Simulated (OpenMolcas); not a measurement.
**Mo2+: moving or changing the point charges**

Mo2+ among 3 point charges of -2 e arranged as a planar triangle (D3h), 2.19 Å from the ion.

```yaml
Program: OpenMolcas 26.06
Method: "SS-CASPT2, IPEA 0.25 Eh, imaginary shift 0.1 Eh (closed shells correlated: 4s 4p)"
Basis: ANO-RCC-VTZP [7s6p4d2f1g]
Scalar_Hamiltonian: DKH2, point nucleus
Active_space: 4 electrons in 5 orbitals (4d)
State_averaging: 2S+1 = 5 even, 5 roots; 2S+1 = 3 even, 45 roots; 2S+1 = 1 even, 50 roots
Spin-orbit_coupling: state interaction with AMFI integrals over the reference wave functions
```

Runs around this geometry, states (labels of D3, the rotations of D3h). Energies in cm-1 above the lowest state or level, χT in cm3 K/mol.

```json
{"R (Å)": "2.19", "q (e)": "-1.3", "Ground state": "5E", "First state of that spin": "5E 9170", "First gap with spin-orbit (degeneracies)": "3 (1, 1)", "χT at 300 K": "1.425", "First state of another spin": "3A2 12130"}
{"R (Å)": "2.19", "q (e)": "-2", "Ground state": "5E", "First state of that spin": "5E 13890", "First gap with spin-orbit (degeneracies)": "4 (1, 1)", "χT at 300 K": "1.449", "First state of another spin": "3A2 4580"}
{"R (Å)": "2.41", "q (e)": "-2", "Ground state": "5E", "First state of that spin": "5E 10510", "First gap with spin-orbit (degeneracies)": "3 (1, 1)", "χT at 300 K": "1.424", "First state of another spin": "3A2 10270"}
```

Taking the first state of the same spin as R^-n, n = -ln(10510 / 13890) / ln(2.41 / 2.19) = 2.9 between the shortest and longest distance.

Scaling the charges by -1.3 / -2 = 0.65 scales the first state of the same spin by 9170 / 13890 = 0.66; with fixed orbitals a first-order splitting would follow the charge.

Roots that are degenerate in the reference are averaged as groups; the widest CASPT2 spread within a group is 350 cm-1 (the 2-fold group of multiplicity 5 near 0 cm-1 above the lowest state of its run, R = 2.19, q = -2). Shifts and gaps below about the spread of the groups concerned are not significant. An orbital doublet at a regular site is open to a Jahn-Teller distortion, which this geometry leaves out. Point charges give a weaker field than real ligands, and real ions of this kind are as a rule low spin; the high spin found here belongs to the model. Free-ion shares, where given, are those of the reference states; single-state CASPT2 does not remix them. This shell can be high or low spin here, a state of another spin lies low, and with metal d orbitals alone active their balance is uncertain, so the ground spin may be wrong (holds for R = 2.19, q = -2). This is an electrostatic model: the charges have no orbitals. No measured value stands beside these numbers.
